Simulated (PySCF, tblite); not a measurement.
Isomers of C7H11PS. Level: GFN2-xTB in tblite, geometry and Hessian alike; calculated harmonic values, unscaled, isolated species. Against measured fundamentals such values can be off by several per cent, at times by over 20. One conformer each.

Electronic energies: PBE0/pcSseg-1 single points on the GFN2-xTB geometries (PySCF, gas phase).

| SMILES | electronic energy, lowest = 0 (kcal/mol) |
| --- | --- |
| C[C@H]1C=C[P@@](C)(=S)C=C1 | 1.1 |
| Cc1pcc(C(C)C)s1 | 0.0 |
| C=C[C@H]1C[P@](=S)(C=C)C1 | 23.0 |

How do GFN2-xTB zero-point energies change the relative energies?

```tsv
SMILES	ZPE (kcal/mol)	of it from modes above 1550 cm⁻¹	electronic (kcal/mol)	with ZPE, lowest = 0 (kcal/mol)	lowest mode (cm⁻¹)	rings
Cc1pcc(C(C)C)s1	100.7	47.5	0.0	0.2	20	1
C[C@H]1C=C[P@@](C)(=S)C=C1	99.5	52.2	1.1	0.0	50	1
C=C[C@H]1C[P@](=S)(C=C)C1	98.7	52.5	23.0	21.2	50	1
```

The zero-point energies span 2.0 kcal/mol, from `C=C[C@H]1C[P@](=S)(C=C)C1` to `Cc1pcc(C(C)C)s1`. With it `C[C@H]1C=C[P@@](C)(=S)C=C1` becomes the lowest.

And how do the electronic energies of GFN2-xTB itself compare?

`Cc1pcc(C(C)C)s1` 2.3; `C[C@H]1C=C[P@@](C)(=S)C=C1` 0.0; `C=C[C@H]1C[P@](=S)(C=C)C1` 23.7 kcal/mol, lowest = 0. Against the energies above, taken from the same isomer `Cc1pcc(C(C)C)s1`, the largest difference is 3.4 kcal/mol.
